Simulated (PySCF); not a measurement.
Level of theory: B3LYP-D3(BJ)/def2-TZVP // PBE0-D4/def2-TZVP (PySCF). Gas-phase values, no solvent. One relaxed conformer stands for a flexible species; it need not be the lowest. B3LYP has the VWN-RPA correlation part, as in Gaussian. Excitations are Tamm–Dancoff values on a coarser integration grid. The basis has no diffuse functions, so Rydberg states are missing or too high.

Reference species (SMILES): `[SiH3]Cl` (neutral, multiplicity 1).

```
Item                     Result
----------------------  -------
S1 excitation (TDA)     7.28 eV
S1 oscillator strength    0.010
T1 excitation (TDA)     6.90 eV
```

After one change: the S1 excitation (TDA) falls by 2.42 eV; the S1 oscillator strength is nearly the same; the T1 excitation (TDA) falls by 2.70 eV.

Problem. Which change was made? The new species is one of these.
(A) `NC(=O)[SiH2]Cl` (O–C–Si–Cl torsion 180°)
(B) `N#C[SiH2]Cl`
(C) `S=C[SiH2]Cl` (S–C–Si–Cl torsion 180°)
(D) `OB(O)[SiH2]Cl`

Solution. A, `NC(=O)[SiH2]Cl` (O–C–Si–Cl torsion 180°)
